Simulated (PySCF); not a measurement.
# Dipole response of Ge¹³⁺ (germanium, charge +13)

[Ar] 3d1, 2D determinant. All numbers are calculated (PySCF 2.14, the non-relativistic Hamiltonian (point nucleus), in an uncontracted even-tempered set (17 s from 0.81 bohr⁻², ratio 2.5; 11 p from 1.1 bohr⁻², ratio 2.5; 8 d from 1.1 bohr⁻², ratio 2.5; 4 f from 3.7 bohr⁻², ratio 2.7; 4 g from 5.6 bohr⁻², ratio 2.7)). Coupled (time-dependent) response in atomic units; α is the mean over directions.

```json
{"method": "PBE0", "mean α (bohr³)": "0.1705", "α xx, yy, zz": "0.1675, 0.1675, 0.1765", "C₆ (like pair)": "0.1094", "S(−4)": "0.009565"}
```

S(−4) is the Cauchy moment in α(ω) = α(0) + S(−4) ω² + …

Spin-orbit coupling is absent.

α(iu) at PBE0:

| u (hartree) | α(iu) (bohr³) |
| --- | --- |
| 0 | 0.1705 |
| 0.500 | 0.1682 |
| 1.00 | 0.1616 |
| 2.00 | 0.1406 |
| 3.00 | 0.1174 |
| 4.00 | 0.09733 |
| 5.00 | 0.08146 |
| 7.50 | 0.05555 |
| 10.0 | 0.04073 |
| 15.0 | 0.02497 |
| 25.0 | 0.01245 |

For an ion, C₆ is the dispersion term alone; charge-induced terms of lower order in 1/R come first.

The components differ because the open shell of this determinant is not spherical; for a pure term their mean is the scalar polarisability.

Spin-orbit coupling, absent here, splits the open shell strongly.
